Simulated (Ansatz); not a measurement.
Total energies of (F)2Al-NH-SiH3 (AlSiNF2H4) from Ansatz at PBE0-D4/def2-TZVP, gas phase (1 Eh = 27.2114 eV = 2625.5 kJ/mol). The reference geometry is relaxed at PBE-D4/def2-SVP.

```csv
atom,x (Å),y (Å),z (Å)
Al1,0.857,-1.495,-0.381
F2,2.114,-0.885,-1.289
F3,0.779,-3.140,-0.118
N4,-0.388,-0.427,0.305
Si5,-0.537,1.323,0.191
H6,-1.127,-0.893,0.846
H7,-0.508,1.978,1.549
H8,-1.822,1.736,-0.481
H9,0.631,1.803,-0.622
```

| state | geometry | energy (Eh) |
| --- | --- | --- |
| charge 0 singlet | reference | -788.62236 |
| charge 1 doublet | reference | -788.24659 |
| free Al atom (doublet) | – | -242.24894 |
| free F atom (doublet) | – | -99.67617 |
| free N atom (quartet) | – | -54.54382 |
| free Si atom (triplet) | – | -289.24943 |
| free H atom (doublet) | – | -0.50104 |

Task: Work out the vertical ionisation energy to the doublet.

Result: E(charge 1 doublet) − E(charge 0 singlet) = -788.24659 − (-788.62236) = 0.37577 Eh = 10.23 eV. For comparison, −ε of the highest occupied level is 8.11 eV at this level, 2.12 eV less.

Task: What is the binding energy per atom against free atoms?

Result: Atoms: 1 × (-242.24894) + 2 × (-99.67617) + 1 × (-54.54382) + 1 × (-289.24943) + 4 × (-0.50104) = -787.39869 Eh. Binding: -787.39869 − (-788.62236) = 1.22367 Eh = 33.30 eV, or 3.70 eV for each of 9 atoms (no zero-point energy, no counterpoise term).
